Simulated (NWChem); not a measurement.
System: C₂H₃Cl₂F; SMILES CC(F)(Cl)Cl

The following NWChem deck was run.

```
start job
memory heap 200 mb stack 900 mb global 1100 mb
geometry units angstroms noautoz
  C     -1.319381    -1.111717     0.000000
  C     -0.342758     0.033215     0.000000
  F     -1.000098     1.202752     0.000000
  Cl     0.689234    -0.012536     1.454628
  Cl     0.689234    -0.012536    -1.454628
  H     -1.949254    -1.041749    -0.897822
  H     -0.785487    -2.069463     0.000000
  H     -1.949254    -1.041749     0.897822
end
basis spherical
  * library aug-cc-pvtz
end
dft
  xc b3lyp
  iterations 150
  semidirect filesize 400000000
  mulliken
end
task dft energy
```

Parts of the log:

```
             Northwest Computational Chemistry Package (NWChem) 7.3.0
             --------------------------------------------------------

 CS  symmetry detected

                             Geometry "geometry" -> ""
                             -------------------------

 Output coordinates in angstroms (scale by  1.889725989 to convert to a.u.)

  No.       Tag          Charge          X              Y              Z
 ---- ---------------- ---------- -------------- -------------- --------------
    1 C                    6.0000    -1.30072889    -1.12516376     0.00000000
    2 C                    6.0000    -0.33936200     0.03260801     0.00000000
    3 F                    9.0000    -1.01214070     1.19333257     0.00000000
    4 Cl                  17.0000     0.69314560     0.00053495    -1.45462800
    5 Cl                  17.0000     0.69314560     0.00053495     1.45462800
    6 H                    1.0000    -1.93147367    -1.06354774     0.89782200
    7 H                    1.0000    -0.75419159    -2.07575158     0.00000000
    8 H                    1.0000    -1.93147367    -1.06354774    -0.89782200

 Effective nuclear repulsion energy (a.u.)     299.2545926972

      Symmetry information
      --------------------

 Group name             Cs
 Group number              2
 Group order               2
 No. of unique centers     6

                                 NWChem DFT Module
                                 -----------------

 Summary of "ao basis" -> "ao basis" (spherical)
 ------------------------------------------------------------------------------
       Tag                 Description            Shells   Functions and Types
 ---------------- ------------------------------  ------  ---------------------
 C                        aug-cc-pvtz               14       46   5s4p3d2f
 F                        aug-cc-pvtz               14       46   5s4p3d2f
 Cl                       aug-cc-pvtz               16       50   6s5p3d2f
 H                        aug-cc-pvtz                9       23   4s3p2d

      Symmetry analysis of basis
      --------------------------

        a'        179
        a"        128

            General Information
            -------------------
          SCF calculation type: DFT
          Wavefunction type:  closed shell.
          No. of atoms     :     8
          No. of electrons :    58
           Alpha electrons :    29
            Beta electrons :    29
          Charge           :     0
          Spin multiplicity:     1
          Use of symmetry is: on ; symmetry adaption is: on
          Maximum number of iterations: 150
          AO basis - number of functions:   307
                     number of shells:   101
          Convergence on energy requested:  1.00D-06
          Convergence on density requested:  1.00D-05
          Convergence on gradient requested:  5.00D-04

              XC Information
              --------------
                         B3LYP Method XC Potential
                     Hartree-Fock (Exact) Exchange  0.200
                        Slater Exchange Functional  0.800 local
                    Becke 1988 Exchange Functional  0.720 non-local
              Lee-Yang-Parr Correlation Functional  0.810
                  VWN I RPA Correlation Functional  0.190 local

             Grid Information
             ----------------
          Grid used for XC integration:  medium
          Radial quadrature: Mura-Knowles
          Angular quadrature: Lebedev.
          Tag              B.-S. Rad. Rad. Pts. Rad. Cut. Ang. Pts.
          ---              ---------- --------- --------- ---------
          C                   0.70       49          13.0       434
          F                   0.50       49          13.0       434
          Cl                  1.00       88          15.0       590
          H                   0.35       45          14.0       434
          Grid pruning is: on
          Number of quadrature shells:   325
          Spatial weights used:  Erf1

      Superposition of Atomic Density Guess
      -------------------------------------

 Sum of atomic energies:       -1095.22679959

      Non-variational initial energy
      ------------------------------

 Total energy =   -1097.079268
 1-e energy   =   -2107.996212
 2-e energy   =     711.662351
 HOMO         =      -0.574171
 LUMO         =      -0.532430

      Symmetry analysis of molecular orbitals - initial
      -------------------------------------------------

  Numbering of irreducible representations:

     1 a'          2 a"

  Orbital symmetries:

     1 a'          2 a"          3 a'          4 a'          5 a"
     6 a'          7 a'          8 a'          9 a'         10 a"
    11 a'         12 a"         13 a'         14 a"         15 a'
    16 a"         17 a'         18 a"         19 a'         20 a'
    21 a'         22 a'         23 a"         24 a'         25 a'
    26 a"         27 a'         28 a'         29 a"         30 a'
    31 a'         32 a"         33 a'         34 a"         35 a'
    36 a"         37 a'         38 a'         39 a'

------------------------------------------------------------
EAF file 0: "./job.aoints.0" size=3197632512 bytes
------------------------------------------------------------
               write      read    awrite     aread      wait
               -----      ----    ------     -----      ----
     calls:     6104         1         0         0         0
   data(b): 3.20e+09  5.24e+05  0.00e+00  0.00e+00
   time(s): 0.00e+00  0.00e+00  0.00e+00  0.00e+00  0.00e+00
rate(mb/s): 0.00e+00  0.00e+00
------------------------------------------------------------

     ---------------------------------------------
      Total Density - Mulliken Population Analysis
     ---------------------------------------------

    Atom       Charge   Shell Charges
 -----------   ------   -------------------------------------------------------
    1 C    6     6.44   1.94  0.93  0.15  1.49  0.14  0.24  0.36  1.03  0.49 -0.01 -0.08 -0.38 -0.01  0.16
    2 C    6    11.31   1.94  0.73  0.12  2.14  0.60  0.29  0.67  3.89  0.68  0.01  0.18 -0.04  0.00  0.09
    3 F    9     8.74   1.95  1.03  0.27  0.54  0.21  1.30  2.11  1.41  0.03 -0.00 -0.01 -0.01 -0.00 -0.08
    4 Cl  17    13.18   2.00  1.88  1.17  0.20  0.59  0.16  5.81  0.42  0.30  0.59  0.08  0.00  0.02  0.09 -0.01 -0.11
    5 Cl  17    13.18   2.00  1.88  1.17  0.20  0.59  0.16  5.81  0.42  0.30  0.59  0.08  0.00  0.02  0.09 -0.01 -0.11
    6 H    1     1.38   0.11  0.23  1.01  0.30 -0.01 -0.18 -0.03 -0.02 -0.03
    7 H    1     2.39   0.06  0.68  1.25  0.23 -0.01  0.12  0.08 -0.03  0.02
    8 H    1     1.38   0.11  0.23  1.01  0.30 -0.01 -0.18 -0.03 -0.02 -0.03

   convergence    iter        energy       DeltaE   RMS-Dens  Diis-err
 ---------------- ----- ----------------- --------- --------- ---------
 d= 0,ls=0.0,diis     1  -1064.0536025558 -1.36D+03  2.56D+02  1.61D+02
 d= 0,ls=0.0,diis     2  -1082.2931166621 -1.82D+01  2.16D-02  1.23D+02
 d= 0,ls=0.0,diis     3  -1094.3708826892 -1.21D+01  9.10D-03  5.26D+01
 d= 0,ls=0.0,diis     4  -1098.3374479674 -3.97D+00  2.97D-03  8.46D-01
 d= 0,ls=0.0,diis     5  -1098.3908498407 -5.34D-02  6.97D-04  9.91D-02
  Resetting Diis
 d= 0,ls=0.0,diis     6  -1098.3990651431 -8.22D-03  2.20D-04  1.90D-02
 d= 0,ls=0.0,diis     7  -1098.4013244259 -2.26D-03  1.05D-04  1.03D-03
 d= 0,ls=0.0,diis     8  -1098.4012209574  1.03D-04  5.82D-05  1.99D-03
 d= 0,ls=0.0,diis     9  -1098.4014337261 -2.13D-04  8.59D-06  3.43D-05
 d= 0,ls=0.0,diis    10  -1098.4014375769 -3.85D-06  1.55D-06  7.67D-07
 d= 0,ls=0.0,diis    11  -1098.4014376638 -8.69D-08  3.91D-07  2.03D-08

         Total DFT energy =    -1098.401437663764
      One electron energy =    -2110.008341329734
           Coulomb energy =      791.286809565541
    Exchange-Corr. energy =      -78.934498596791
 Nuclear repulsion energy =      299.254592697220

 Numeric. integr. density =       58.000012710817

                  Occupations of the irreducible representations
                  ----------------------------------------------

                     irrep           alpha         beta
                     --------     --------     --------
                     a'               18.0         18.0
                     a"               11.0         11.0

                       DFT Final Molecular Orbital Analysis
                       ------------------------------------

 Vector   27  Occ=2.000000D+00  E=-3.362529D-01  Symmetry=a'
              MO Center=  4.4D-01, -6.7D-02,  1.4D-13, r^2= 3.5D+00
   Bfn.  Coefficient  Atom+Function         Bfn.  Coefficient  Atom+Function
  ----- ------------  ---------------      ----- ------------  ---------------
   149      0.309638  4 Cl py               199      0.309638  5 Cl py
   155      0.207855  4 Cl py               205      0.207855  5 Cl py
   148      0.178967  4 Cl px               198      0.178967  5 Cl px
   152      0.156080  4 Cl py               202      0.156080  5 Cl py
   154      0.120885  4 Cl px               204      0.120885  5 Cl px

 Vector   28  Occ=2.000000D+00  E=-3.323945D-01  Symmetry=a"
              MO Center=  5.7D-01,  2.0D-03, -2.8D-14, r^2= 3.4D+00
   Bfn.  Coefficient  Atom+Function         Bfn.  Coefficient  Atom+Function
  ----- ------------  ---------------      ----- ------------  ---------------
   149      0.386219  4 Cl py               199     -0.386219  5 Cl py
   155      0.263398  4 Cl py               205     -0.263398  5 Cl py
   152      0.193698  4 Cl py               202     -0.193698  5 Cl py
   103      0.099860  3 F  pz               100      0.085387  3 F  pz
   106      0.074880  3 F  pz               241     -0.072153  6 H  s

 Vector   29  Occ=2.000000D+00  E=-3.180057D-01  Symmetry=a"
              MO Center=  6.2D-01, -7.5D-03, -7.4D-15, r^2= 3.5D+00
   Bfn.  Coefficient  Atom+Function         Bfn.  Coefficient  Atom+Function
  ----- ------------  ---------------      ----- ------------  ---------------
   148      0.287074  4 Cl px               198     -0.287074  5 Cl px
   150      0.282114  4 Cl pz               200      0.282114  5 Cl pz
   154      0.186675  4 Cl px               204     -0.186675  5 Cl px
   156      0.183060  4 Cl pz               206      0.183060  5 Cl pz
   153      0.143785  4 Cl pz               203      0.143785  5 Cl pz

 Vector   30  Occ=0.000000D+00  E=-2.822257D-02  Symmetry=a'
              MO Center=  5.1D-01, -6.2D-02, -2.0D-13, r^2= 5.4D+00
   Bfn.  Coefficient  Atom+Function         Bfn.  Coefficient  Atom+Function
  ----- ------------  ---------------      ----- ------------  ---------------
    51      1.362865  2 C  s                 50      0.914315  2 C  s
     5     -0.671169  1 C  s                  4     -0.416324  1 C  s
   144     -0.406968  4 Cl s                194     -0.406968  5 Cl s
   156     -0.386619  4 Cl pz               206      0.386619  5 Cl pz
   159     -0.339421  4 Cl pz               209      0.339421  5 Cl pz

 Vector   31  Occ=0.000000D+00  E=-1.248546D-02  Symmetry=a'
              MO Center= -1.4D+00, -1.5D+00,  1.5D-12, r^2= 1.4D+01
   Bfn.  Coefficient  Atom+Function         Bfn.  Coefficient  Atom+Function
  ----- ------------  ---------------      ----- ------------  ---------------
    51      0.896943  2 C  s                264     -0.842439  7 H  s
     4      0.799774  1 C  s                265     -0.786254  7 H  s
   242     -0.732651  6 H  s                288     -0.732651  8 H  s
     5      0.646250  1 C  s                241     -0.419837  6 H  s
   287     -0.419837  8 H  s                 13     -0.380078  1 C  py

 Vector   32  Occ=0.000000D+00  E= 5.896793D-04  Symmetry=a"
              MO Center=  2.9D-02, -1.9D-01, -3.4D-14, r^2= 8.2D+00
   Bfn.  Coefficient  Atom+Function         Bfn.  Coefficient  Atom+Function
  ----- ------------  ---------------      ----- ------------  ---------------
   242      0.976563  6 H  s                288     -0.976563  8 H  s
   144     -0.668903  4 Cl s                194      0.668903  5 Cl s
    60     -0.529777  2 C  pz               159     -0.385567  4 Cl pz
   209     -0.385567  5 Cl pz                57     -0.376992  2 C  pz
   157      0.360277  4 Cl px               207     -0.360277  5 Cl px

------------------------------------------------------------
EAF file 0: "./job.aoints.0" size=3197108224 bytes
------------------------------------------------------------
               write      read    awrite     aread      wait
               -----      ----    ------     -----      ----
     calls:     6104        11         0     60970     60970
   data(b): 3.20e+09  5.77e+06  0.00e+00  3.20e+10
   time(s): 0.00e+00  0.00e+00  0.00e+00  0.00e+00  0.00e+00
rate(mb/s): 0.00e+00  0.00e+00
------------------------------------------------------------

     ---------------------------------------------
      Total Density - Mulliken Population Analysis
     ---------------------------------------------

    Atom       Charge   Shell Charges
 -----------   ------   -------------------------------------------------------
    1 C    6     6.68   1.97  0.79  0.19  0.39  0.02  0.89  1.54  0.75  0.02  0.01  0.08  0.00  0.00  0.00
    2 C    6     5.21   1.97  0.77  0.20  0.12 -0.06  0.77  1.33 -0.05 -0.02  0.04  0.28 -0.20  0.02  0.05
    3 F    9     9.41   1.94  1.04  0.28  0.68  0.06  1.59  2.36  1.33  0.08  0.00  0.02  0.03  0.00  0.00
    4 Cl  17    17.23   2.00  1.82  1.19  0.26  0.72  0.03  5.80  2.75  1.17  1.39  0.05  0.01  0.03  0.02  0.00  0.00
    5 Cl  17    17.23   2.00  1.82  1.19  0.26  0.72  0.03  5.80  2.75  1.17  1.39  0.05  0.01  0.03  0.02  0.00  0.00
    6 H    1     0.76   0.27  0.43 -0.00 -0.00  0.01  0.03  0.02  0.00  0.00
    7 H    1     0.72   0.28  0.42 -0.03 -0.00  0.01  0.02  0.02  0.00  0.00
    8 H    1     0.76   0.27  0.43 -0.00 -0.00  0.01  0.03  0.02  0.00  0.00

     -------------------------------------------
      Total Density - Lowdin Population Analysis
     -------------------------------------------

    Atom       Charge   Shell Charges
 -----------   ------   -------------------------------------------------------
    1 C    6     5.65   1.53  0.49  0.24  0.16  0.06  0.73  1.04  0.49  0.10  0.02  0.27  0.30  0.02  0.19
    2 C    6     7.99   1.55  0.50  0.30  0.15  0.08  0.67  1.04  0.57  0.16  0.06  0.86  0.95  0.09  1.04
    3 F    9     8.54   1.58  0.84  0.52  0.39  0.09  1.55  2.18  0.98  0.19  0.00  0.02  0.17  0.00  0.03
    4 Cl  17    16.12   1.98  1.31  0.96  0.62  0.42  0.12  5.01  2.52  1.69  1.05  0.16  0.01  0.06  0.17  0.00  0.07
    5 Cl  17    16.12   1.98  1.31  0.96  0.62  0.42  0.12  5.01  2.52  1.69  1.05  0.16  0.01  0.06  0.17  0.00  0.07
    6 H    1     1.19   0.22  0.28  0.11  0.03  0.01  0.12  0.19  0.02  0.21
    7 H    1     1.19   0.23  0.28  0.11  0.03  0.02  0.12  0.19  0.02  0.21
    8 H    1     1.19   0.22  0.28  0.11  0.03  0.01  0.12  0.19  0.02  0.21

     Multipole analysis of the density
     ---------------------------------

     L   x y z        total         alpha         beta         nuclear
     -   - - -        -----         -----         ----         -------
     0   0 0 0      0.000000    -29.000000    -29.000000     58.000000

     1   1 0 0     -0.486773     -0.243386     -0.243386      0.000000
     1   0 1 0     -0.621166     -0.310583     -0.310583     -0.000000
     1   0 0 1      0.000000      0.000000      0.000000      0.000000

     2   2 0 0    -31.040103    -94.846864    -94.846864    158.653626
     2   1 1 0      1.543172     -5.533073     -5.533073     12.609317
     2   1 0 1      0.000000      0.000000      0.000000      0.000000
     2   0 2 0    -31.927217    -64.154668    -64.154668     96.382119
     2   0 1 1      0.000000      0.000000      0.000000      0.000000
     2   0 0 2    -32.330553   -147.498697   -147.498697    262.666842
```

Level: B3LYP/aug-cc-pVTZ. Geometry: optimised at PBE0/def2-SVP.
